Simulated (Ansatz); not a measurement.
Relaxation of CH₃F₃Ge (8 atoms, charge 0, multiplicity 1), to a largest force component of 0.02 eV/Å in at most 40 steps.

All numbers below come from RHF/def2-SVP (Ansatz).

```xyz
8
Properties=species:S:1:pos:R:3:forces:R:3
Ge 0.000 0.000 0.000 0.04 0.00 2.81
C 0.000 0.000 1.960 0.00 0.00 -0.12
H -1.000 -0.309 2.330 0.66 0.21 -0.21
H 0.768 -0.711 2.330 -0.51 0.47 -0.21
H 0.232 1.020 2.330 -0.15 -0.68 -0.21
F 1.584 0.000 -0.559 0.50 0.00 -0.68
F -0.791 1.371 -0.559 -0.28 0.47 -0.69
F -0.791 -1.371 -0.559 -0.27 -0.47 -0.69
```

Q: Where does it end, and by what steps?

A: The run converged. The force dipped under the threshold on the way, but the program's further checks kept it going. After 11 steps the energy has fallen by 0.148 eV; H5 moved furthest, 0.20 Å.

```tsv
step	energy less start (eV)	largest force component (eV/Å)	accepted
0	0.0000	2.814	yes
1	-0.1389	0.702	yes
2	-0.1456	0.029	yes
3	-0.1458	0.009	yes
4	-0.1461	0.011	yes
5	-0.1444	0.236	no
6	-0.1469	0.029	yes
7	-0.1468	0.126	no
8	-0.1473	0.026	yes
9	-0.1475	0.055	yes
10	-0.1477	0.030	yes
11	-0.1478	0.005	yes
```

```xyz
8
Properties=species:S:1:pos:R:3
Ge 0.000 0.000 0.068
C 0.000 0.000 1.981
H -1.020 -0.111 2.348
H 0.606 -0.828 2.348
H 0.414 0.939 2.348
F 1.555 0.129 -0.607
F -0.889 1.282 -0.607
F -0.665 -1.411 -0.607
```

Run time: 34 s on 1 thread of Arm Neoverse V1, on a shared host, peak memory 0.22 GiB.
